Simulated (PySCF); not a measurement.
# Radial density of He⁺ (helium, charge +1)

UHF, 1s1, 2S determinant. All numbers are calculated (PySCF 2.14, the spin-free X2C one-electron Hamiltonian (Gaussian nucleus), in cc-pVTZ-DK).

```tsv
r (bohr)	4πr²ρ (e/bohr)	4πr²(ρα − ρβ)
0.0105	0.003374	0.0034
0.0176	0.009435	0.0094
0.0296	0.02587	0.0259
0.0498	0.06780	0.0678
0.0838	0.1650	0.1650
0.141	0.3686	0.3686
0.237	0.6982	0.6982
0.399	1.024	1.0242
0.671	0.9721	0.9721
1.13	0.4525	0.4525
1.90	0.05919	0.0592
3.19	0.0009347	0.0009
```

Densities and radii are taken from the X2C orbitals without a picture-change correction, which distorts them close to the nucleus.
